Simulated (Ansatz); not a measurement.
Consider the substitution at a C–Al bond: `F/C=[CH]/[AlH2]` + HI → `F/C=C\I` + `[AlH3]`.

Gas-phase electronic energies from Ansatz, PBE0-D4/def2-TZVP geometries. CCSD(T)/CBS is the MP2 limit (def2-TZVPP, def2-QZVPP) plus CCSD(T) − MP2 in def2-TZVPP, frozen cores. This one scheme is used for every species. Double bonds are as drawn, so ΔE can hold a change between cis and trans. Functionals use def2-TZVPP. B3LYP here is the variant with VWN-RPA as its local correlation; programs differ in this. Elements past krypton have def2 core potentials. For I outer-core shells are correlated without core-valence functions, which leaves a few kJ/mol of doubt a bond.

`F/C=[CH]/[AlH2]`:

Z-matrix (Å, degrees):
```
C
C 1 1.326
F 1 1.337 2 123.5
H 1 1.087 2 126.0 3 -180.0
Al 2 1.927 1 118.2 3 180.0
H 2 1.088 1 116.4 3 0.0
H 5 1.584 2 121.1 1 -180.0
H 5 1.587 2 117.0 1 0.0
```

HI:

```xyz
2

I    -0.796    0.104   -0.058
H     0.796   -0.104    0.058
```

`F/C=C\I`:

Z-matrix (Å, degrees):
```
C
C 1 1.319
F 1 1.327 2 123.6
H 1 1.085 2 123.4 3 -180.0
I 2 2.062 1 123.8 3 -0.0
H 2 1.080 1 120.1 3 180.0
```

`[AlH3]`:

```xyz
4

Al    0.000    0.000    0.000
H     0.063   -0.345   -1.547
H    -0.868   -0.897    0.978
H     0.805    1.242    0.568
```

```json
{"level": "PBE-D4", "ΔE (kJ/mol)": "77.0", "difference from CCSD(T)/CBS": "-0.4"}
{"level": "r2SCAN-D4", "ΔE (kJ/mol)": "83.8", "difference from CCSD(T)/CBS": "6.4"}
{"level": "PBE0-D4", "ΔE (kJ/mol)": "79.9", "difference from CCSD(T)/CBS": "2.5"}
{"level": "B3LYP-D4", "ΔE (kJ/mol)": "78.2", "difference from CCSD(T)/CBS": "0.8"}
{"level": "ωB97X-V", "ΔE (kJ/mol)": "79.3", "difference from CCSD(T)/CBS": "1.9"}
{"level": "ωB97M-V", "ΔE (kJ/mol)": "82.2", "difference from CCSD(T)/CBS": "4.8"}
{"level": "B2PLYP", "ΔE (kJ/mol)": "80.6", "difference from CCSD(T)/CBS": "3.2"}
{"level": "PBE", "ΔE (kJ/mol)": "78.8", "difference from CCSD(T)/CBS": "1.4"}
{"level": "r2SCAN", "ΔE (kJ/mol)": "84.1", "difference from CCSD(T)/CBS": "6.7"}
{"level": "PBE0", "ΔE (kJ/mol)": "81.5", "difference from CCSD(T)/CBS": "4.1"}
{"level": "B3LYP", "ΔE (kJ/mol)": "81.5", "difference from CCSD(T)/CBS": "4.1"}
{"level": "HF/def2-TZVPP", "ΔE (kJ/mol)": "85.8", "difference from CCSD(T)/CBS": "8.4"}
{"level": "MP2/def2-TZVPP", "ΔE (kJ/mol)": "77.3", "difference from CCSD(T)/CBS": "-0.1"}
{"level": "SCS-MP2/def2-TZVPP", "ΔE (kJ/mol)": "75.5", "difference from CCSD(T)/CBS": "-1.9"}
{"level": "CCSD/def2-TZVPP", "ΔE (kJ/mol)": "81.2", "difference from CCSD(T)/CBS": "3.8"}
{"level": "CCSD(T)/def2-TZVPP", "ΔE (kJ/mol)": "79.7", "difference from CCSD(T)/CBS": "2.3"}
{"level": "HF/def2-QZVPP", "ΔE (kJ/mol)": "85.3", "difference from CCSD(T)/CBS": "7.9"}
{"level": "MP2/def2-QZVPP", "ΔE (kJ/mol)": "75.8", "difference from CCSD(T)/CBS": "-1.6"}
{"level": "SCS-MP2/def2-QZVPP", "ΔE (kJ/mol)": "74.5", "difference from CCSD(T)/CBS": "-2.9"}
{"level": "HF/CBS(def2)", "ΔE (kJ/mol)": "85.2", "difference from CCSD(T)/CBS": "7.8"}
{"level": "MP2/CBS(def2)", "ΔE (kJ/mol)": "75.0", "difference from CCSD(T)/CBS": "-2.4"}
{"level": "CCSD/CBS(def2)", "ΔE (kJ/mol)": "79.0", "difference from CCSD(T)/CBS": "1.6"}
{"level": "CCSD(T)/CBS", "ΔE (kJ/mol)": "77.4", "difference from CCSD(T)/CBS": "0"}
```

Largest T1 diagnostic among the species: 0.012.

In def2-TZVPP, CCSD(T) changes the Hartree–Fock value by −6.1 kJ/mol (the triples alone add −1.6 kJ/mol) and MP2 by −8.5 kJ/mol. The D4 term adds −3.3 kJ/mol with B3LYP and −1.6 kJ/mol with PBE0; it sums over pairs of atoms, weighted by their polarisabilities, and B3LYP, whose exchange is more repulsive, gets the larger term.
